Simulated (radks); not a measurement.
Neutral terbium, 65 electrons, occupied as [Xe] 4f9 6s2. Method: scalar-relativistic Kohn-Sham, PBE, spin-polarised, spherical densities, point nucleus; open shells are filled with parallel spins first (spin-orbit coupling, left out, can overturn this in heavy ions); computed with a radial shooting solver on a logarithmic mesh with Libxc functionals.

Normalised radial functions P(r) = r R(r), r in bohr:

```
   r/bohr * 5p up, o 4f up (the largest magnitude, 1.07, reaches the edge; | marks zero, & curves that meet)
  0.00427                             &
 0.005833                             &
 0.007905                             o*
   0.0108                             o*
  0.01475                             o *
  0.02016                             o  *
  0.02754                             o   *
  0.03762                             o    *
  0.05139                             o    *
  0.06965                             |o  *
  0.09516                             * o
     0.13                       *     |   o
   0.1776                     *       |       o
   0.2426                          *  |             o
   0.3315                             |     *              o
   0.4528                             |           *             o
   0.6137                             |    *                     o
   0.8384                   *         |                      o
    1.145       *                     |                o
    1.565       *                     |          o
    2.138               *             |     o
    2.921                       *     |  o
     3.99                           * |o
    5.407                             &
    7.387                             &
    10.09                             &
    13.79                             &
```

5p up: eigenvalue -25.520 eV, 3 radial nodes at r = 0.0928, 0.273, 0.688 bohr, <r> = 1.56 bohr, 90 % of the charge inside 2.30 bohr. 4f up: eigenvalue -4.465 eV, 0 radial nodes, <r> = 0.887 bohr, 90 % of the charge inside 1.55 bohr.
